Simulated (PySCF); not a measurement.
HSZn, SMILES [Zn][SH] (connectivity only; charge and spin as stated), neutral, multiplicity 2.

The structure is a stationary point at B3LYP-D3(BJ)/def2-TZVP. The multiplicity is an assumed one; other spin states were not compared. The isomer is the one that the SMILES or the coordinates give; other isomers of the formula were not compared.

These are PySCF with PBE/def2-TZVPD values and carry that method's errors.

Gas-phase values at a fixed geometry.

Computed frontier levels, dipole moment and polarisability:
```
Item                                                                                                            Result
---------------------------------------------------------------------------------------------  -----------------------
α spin, highest occupied and lowest empty level                                                     -5.16 and -1.77 eV
β spin, highest occupied and lowest empty level                                                     -5.98 and -4.13 eV
dipole moment                                                                                                   1.75 D
quadrupole, principal values (traceless, Buckingham form, about the centre of nuclear charge)   -3.82, -1.26, 5.08 D·Å
mean static polarisability                                                                        62.4 bohr³ (9.24 Å³)
polarisability, principal values                                                                51.6, 52.2, 83.3 bohr³
⟨S²⟩                                                                                           0.753 (pure state 0.75)
```
